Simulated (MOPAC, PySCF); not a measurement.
C₂H₆OSi, SMILES `C(=C\O)/[SiH3]` (H–O–C–C torsion 0°), neutral singlet in the gas phase. 

Z-matrix (Å, degrees):
```
C
C 1 1.3350
O 2 1.3553 1 127.15
H 3 0.9663 2 109.56 1 0.00
H 2 1.0839 1 122.85 3 180.00
H 1 1.0892 2 118.03 5 180.00
Si 1 1.8483 6 119.37 2 -180.00
H 7 1.4830 1 108.85 6 180.00
H 7 1.4843 8 109.00 5 -121.70
H 7 1.4843 8 109.00 9 -116.59
```
Charge 0, multiplicity 1.

All levels are single points at this geometry (B3LYP-D3(BJ)/def2-TZVP); Pople sets use spherical d functions. Orbital energies aren't observables, and empty levels follow the basis.

PBE-D3(BJ)/def2-TZVP in PySCF gives dipole (D) = 1.44.

Problem. Estimate the dipole (D) from each of these levels: B3LYP-D3(BJ)/def2-TZVP in PySCF; B3LYP/3-21G in PySCF; B3LYP/6-31G* in PySCF; PM6 in MOPAC; PM7 in MOPAC.

Solution. 
```json
[
 {"level": "B3LYP-D3(BJ)/def2-TZVP in PySCF", "dipole (D)": "1.35"},
 {"level": "B3LYP/3-21G in PySCF", "dipole (D)": "1.42"},
 {"level": "B3LYP/6-31G* in PySCF", "dipole (D)": "1.41"},
 {"level": "PM6 in MOPAC", "dipole (D)": "0.86"},
 {"level": "PM7 in MOPAC", "dipole (D)": "0.72"}
]
```
